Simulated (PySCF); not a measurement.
# Radial density of Fe (iron, neutral)

M06-L, [Ar] 3d6 4s2, high-spin 5D determinant. Calculation: PySCF 2.14, in 6-31G* (5s4p2d1f, 34 functions); no relativity, point nucleus.

| r (bohr) | 4πr²ρ (e/bohr) | 4πr²(ρα − ρβ) |
| --- | --- | --- |
| 0.00109 | 0.1647 | 0.0000 |
| 0.00183 | 0.4549 | 0.0000 |
| 0.00308 | 1.214 | 0.0000 |
| 0.00518 | 3.064 | 0.0001 |
| 0.00872 | 7.236 | 0.0003 |
| 0.0147 | 15.03 | 0.0006 |
| 0.0247 | 25.52 | 0.0010 |
| 0.0415 | 31.15 | 0.0017 |
| 0.0698 | 26.09 | 0.0048 |
| 0.117 | 26.70 | 0.0360 |
| 0.197 | 34.63 | 0.3073 |
| 0.332 | 18.19 | 1.3986 |
| 0.559 | 15.00 | 3.4034 |
| 0.939 | 13.26 | 3.2445 |
| 1.58 | 3.227 | 1.1487 |
| 2.66 | 0.9690 | 0.1645 |
| 4.47 | 0.2651 | -0.0214 |
| 7.52 | 0.01335 | -0.0040 |

(1) Where is the radial spin density 4πr²(ρα − ρβ) most negative, and why is it negative at all?

Answers

(1) Around r = 4.47 bohr, down to -0.0214 e/bohr: exchange with the open shell polarises the paired shells in an unrestricted calculation.
